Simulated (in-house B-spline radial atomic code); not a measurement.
Solving the quasi-particle equation for 4s up of neutral potassium

Configuration [Ar] 4s1, highest spin, start PBE0; correlation leaves out the 3 deepest shells. Computed with a B-spline radial code for spherical atoms: all electrons, scalar-relativistic (spin-free one-electron X2C), finite nucleus, each spin shell either full or empty, empty states to l = 9 with an (l + 1/2)⁻⁴ tail; G0W0 by contour deformation at full frequency.

RPA overbinds a lone outer s electron by self-correlation, and G0W0 tends to as well.

At the mean-field level ε = -2.999 eV the matrix elements are Σx = -5.666 eV, v_xc = -4.65 eV and Σc(ε) = -0.789 eV, and the slope of the correlation self-energy is dΣc/dω = -0.1220. The quasi-particle energy solves E = ε + Σx − v_xc + Σc(E).

(1) What does the linearised equation give?

(2) How does that compare with the full solution and with static screening?

Results:

(1) Z = 1/(1 − dΣc/dω) = 1/1.1220 = 0.8913. The first-order shift is Σx − v_xc + Σc(ε) = -5.666 − (-4.65) + (-0.789) = -1.805 eV, so E ≈ ε + Z × shift = -2.999 + 0.8913 × (-1.805) = -4.608 eV.

(2) Solving the equation at full frequency dependence gives E = -4.585 eV, where Σc = -0.571 eV and the weight is 0.850; the linearised value is off by 23 meV. Leaving Z out would give -4.804 eV. Static COHSEX puts -1.498 eV in place of Σc and gives -5.513 eV, 0.93 eV deeper. The tabulated removal energy is 4.341 eV (NIST, measured); the run leaves out spin-orbit coupling, Breit and QED terms.
